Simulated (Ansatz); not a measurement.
Program: Ansatz. Geometries: PBE0-D4/def2-TZVP. ΔE: electronic, gas phase. CCSD(T)/CBS adds triple-zeta CCSD(T) − MP2 to the extrapolated MP2 energy (def2 sets, frozen cores). This one scheme is used for every species. Functionals use def2-TZVPP. HSE06 is defined as in plane-wave codes. One conformer a species, not always the lowest.

Consider the ligand exchange at the Si–O bond: `CO[Si](N)(F)Cl` + HCl → `N[Si](F)(Cl)Cl` + CH₃OH.

Question: Is it downhill or uphill in electronic energy at CCSD(T)/CBS, and by how much? (Estimate.)

Answer: Ansatz gave: Uphill: ΔE = +20.4 kJ/mol.

Question: What do these levels give: LDA (SPW92), PBE0-D4, r2SCANh-D4, HSE06-D4, BHLYP-D4, CAM-B3LYP-D4, PBE, revPBE, LC-ωPBE, CCSD/def2-SVP, CCSD(T)/def2-TZVPP, MP2/CBS(def2)? (Best estimate.)

Answer: Ansatz gave: LDA (SPW92) 18.1, PBE0-D4 13.2, r2SCANh-D4 18.2, HSE06-D4 12.8, BHLYP-D4 24.6, CAM-B3LYP-D4 25.9, PBE 8.8, revPBE 5.4, LC-ωPBE 16.1, CCSD/def2-SVP 22.3, CCSD(T)/def2-TZVPP 24.3, MP2/CBS(def2) 16.2 kJ/mol.

Largest T1 diagnostic among the species: 0.010.

Leaving LDA and LC-ωPBE aside and taking each functional with its dispersion term where it has one, the values, not all of them listed here, spread over 15.4 kJ/mol, from revPBE-D4 to CAM-B3LYP-D4. LDA lies +9.3 kJ/mol from PBE without D4. From BLYP to BHLYP (50 % exact exchange), in def2-TZVPP and without D4, ΔE moves by +6.7 kJ/mol.
